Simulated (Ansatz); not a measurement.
Wavefunction ladder for CH6GaNSi

```xyz
10

C     0.973   -0.333    1.017
N    -0.344   -0.436    0.342
Si   -0.745    0.622   -0.965
Ga    1.466   -1.862   -0.294
H     1.377    0.682    0.989
H     0.890   -0.642    2.061
H    -1.099   -0.783    0.913
H    -2.019    0.157   -1.567
H    -0.875    2.050   -0.552
H     0.375    0.545   -1.944
```

Charge 0, multiplicity 1. Correlated methods include outer-core shells of Ga, which these sets cover unevenly. Scalar relativity is left out up to krypton. The bonds changed during the relaxation, so this is another structure than the one it started from. All single points use the PBE0-D4/def2-TZVP geometry. Frozen core, restricted reference, the Gaussian-basis code of Ansatz.

```json
{"basis": "def2-SVP", "HF (Eh)": "-2307.56081", "MP2 corr.": "-0.61086", "CCSD corr.": "-0.64942", "(T)": "-0.02122", "CCSD(T) total": "-2308.23145"}
{"basis": "def2-TZVPP", "HF (Eh)": "-2308.02328", "MP2 corr.": "-0.72260", "CCSD corr.": "-0.75699", "(T)": "-0.03190", "CCSD(T) total": "-2308.81217"}
{"basis": "def2-QZVPP", "HF (Eh)": "-2308.07694", "MP2 corr.": "-1.00651", "CCSD corr.": "–", "(T)": "–", "CCSD(T) total": "–"}
```
